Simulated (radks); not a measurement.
Question: Pm XX, 42 electrons, occupied as [Kr] 4d6 (the NIST ground configuration). All-electron calculation, Dirac Kohn-Sham, BLYP, spin-unpolarised, spherical densities, finite nucleus; open shells fill j = l - 1/2 first; Fermi nuclear charge, rms radius 4.962 fm. Program: a radial shooting solver on a logarithmic mesh with Libxc functionals. Some entries of the table are withheld. Estimate them.

| orbital | occ. | eigenvalue (eV) | <1/r> (bohr^-1) |
|---|---|---|---|
| 1s1/2 | 2 | -45471.89 | (1) |
| 2s1/2 | 2 | -7801.935 | 15.99 |
| 2p1/2 | 2 | -7415.452 | 15.98 |
| 2p3/2 | 4 | -6854.914 | 14.30 |
| 3s1/2 | 2 | -2076.728 | (2) |
| 3p1/2 | 2 | (3) | (4) |
| 3p3/2 | 4 | (5) | (6) |
| 3d3/2 | 4 | -1511.265 | 5.191 |
| 3d5/2 | 6 | -1486.574 | 5.086 |
| 4s1/2 | 2 | -761.1122 | 2.555 |
| 4p1/2 | 2 | -696.0349 | 2.471 |
| 4p3/2 | 4 | -667.3378 | 2.339 |
| 4d3/2 | 4 | -558.9374 | 2.185 |
| 4d5/2 | 2 | -553.2390 | 2.153 |
| 5s1/2 | 0 | -382.4736 | 1.320 |
| 5p1/2 | 0 | -355.7833 | 1.269 |
| 5p3/2 | 0 | -346.1712 | 1.220 |

Answer: 
(1) 1s1/2 <1/r> (bohr^-1): 67.42
(2) 3s1/2 <1/r> (bohr^-1): 5.824
(3) 3p1/2 eigenvalue (eV): -1911.423
(4) 3p1/2 <1/r> (bohr^-1): 5.739
(5) 3p3/2 eigenvalue (eV): -1797.817
(6) 3p3/2 <1/r> (bohr^-1): 5.319
